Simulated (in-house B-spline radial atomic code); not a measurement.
Ir2+ is squeezed into an impenetrable sphere of radius R (the orbitals vanish at R). Computed with a radial B-spline atomic code at the basis-set limit: Dirac-Hartree-Fock, average of configuration, Fermi nucleus of rms radius 5.4032 fm.

Energies in eV above the free ion in [Xe] 4f14 5d7:

| R (bohr) | highest level (eV) | [Xe] 4f14 5d7 | [Kr] 4d10 4f14 5s2 5p5 5d8 | [Kr] 4d10 4f14 5s2 5p5 5d7 5f1 |
| --- | --- | --- | --- | --- |
| 9.22 | -29.5 | 0 | 53.62 | 75.63 |
| 6.94 | -29.5 | 0.002447 | 53.62 | 77.01 |
| 5.23 | -29.3 | 0.1328 | 53.75 | 80.54 |
| 4.29 | -28.7 | 1.069 | 54.7 | 85.63 |
| 3.88 | -27.9 | 2.609 | 56.31 | 90.01 |
| 3.07 | -23.4 | 15.38 | 69.96 | 112.4 |
| 2.47 | -12.1 | 62.65 | 120.5 | 174.9 |
| 2.1 | 5.92 | 163.1 | 226.5 | 293.2 |
| 1.69 | 56.1 | 533.3 | 610.3 | 698.5 |
| 1.35 | 172 | 1635 | 1736 | 1849 |

Problem. Does [Kr] 4d10 4f14 5s2 5p5 5d8 fall below [Xe] 4f14 5d7 under compression?

Solution. No, it stays above over the whole range.

Problem. Does [Kr] 4d10 4f14 5s2 5p5 5d7 5f1 fall below [Xe] 4f14 5d7 under compression?

Solution. No, it stays above over the whole range.

The highest level is first positive in the row R = 2.1 bohr, pushed up by confinement above the zero of the free ion's potential. Each configuration is held fixed and needn't be the lowest in the sphere.
